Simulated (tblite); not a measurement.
A tight-binding relaxation on `C=N[C]1=C(C)[SiH2][SiH2][GeH2]1`.

Computed with GFN2-xTB geometry optimisation, gas phase (tblite 0.8.0). Start geometry: from a force field or distance geometry. The command runs a driver script over a list of jobs; the input below is this job's line of settings and its coordinates in Å.

Command:
```bash
OMP_NUM_THREADS=1 python probes_run.py task.json out
```

Input:
```
{"job": {"kind": "relax", "xc": "GFN2-xTB", "basis": "xTB"}, "charge": 0, "multiplicity": 1}
C      2.884200     0.702300    -0.234200
N      1.746900     0.859400    -0.814700
C      0.577600     0.083200    -0.347100
C     -0.399700     0.712200     0.195900
C     -0.293900     2.239100     0.385600
Si    -1.886400    -0.148400     0.798600
Si    -1.811900    -1.994600    -0.477200
Ge     0.525400    -1.777100    -0.609200
H      3.000000     0.009000     0.601200
H      3.747100     1.254900    -0.545400
H      0.425900     2.348200     1.207300
H     -1.308200     2.601700     0.602200
H      0.118400     2.711200    -0.495400
H     -3.118300     0.625100     0.496800
H     -1.830500    -0.470000     2.236000
H     -2.212200    -3.187200     0.269100
H     -2.413000    -1.822100    -1.773400
H      1.193100    -2.599500     0.508900
H      1.045700    -2.138300    -2.012400
```

Output:
```
step      E/eV     max force
  0    -608.77954    5.253
  1    -609.17282    2.609
  2    -609.30091    1.031
  3    -609.34387    0.950
  4    -609.39103    0.765
  5    -609.48721    0.568
  6    -609.52678    0.553
  7    -609.57638    0.551
  8    -609.60395    0.458
  9    -609.62465    0.265
... (127 lines left out)
137    -609.76774    0.013
138    -609.76777    0.015
139    -609.76781    0.013
140    -609.76785    0.013
141    -609.76789    0.016
142    -609.76793    0.017
143    -609.76797    0.015
144    -609.76801    0.013
145    -609.76805    0.012
146    -609.76808    0.009
```

«max force» is the largest atomic force in eV/Å.

From which step on does the largest force stay under 0.1 eV/Å, and how much energy is left to gain from there?

From step 64 (0.076 eV/Å), 27.8 meV above the end.

Summary of the converged run: energy lowered by 22.8 kcal/mol over 146 steps; largest atomic force 0.009 eV/Å at the end.

Where do the atoms end?

0.590 Å rms from the input after alignment:
```
atom  x, y, z in Å
C1     2.8459    0.7345   -0.1093
N2     1.8242    0.4896   -0.7971
C3     0.6276    0.0119   -0.3631
C4    -0.3455    0.7317    0.2246
C5    -0.1541    2.1818    0.5798
Si6   -2.0255   -0.0211    0.6282
Si7   -1.8221   -2.1734   -0.2127
Ge8    0.3703   -1.8532   -1.0012
H9     2.9030    0.6124    0.9748
H10    3.7381    1.0745   -0.6167
H11   -0.2296    2.3181    1.6592
H12   -0.9320    2.7892    0.1174
H13    0.8149    2.5532    0.2493
H14   -3.1030    0.7830    0.0258
H15   -2.2329    0.0524    2.0859
H16   -1.8578   -3.2777    0.7505
H17   -2.7147   -2.5697   -1.3044
H18    1.5527   -2.6172   -0.4288
H19    0.7307   -1.8107   -2.4695
```

How long does this job take on an Arm Neoverse N1 with one thread, no GPU, shared host with 64 logical CPUs at a one-minute load of 60?

About 2.5 s.
Labels such as C1 count atoms from 1, the log's own numbers from 0.
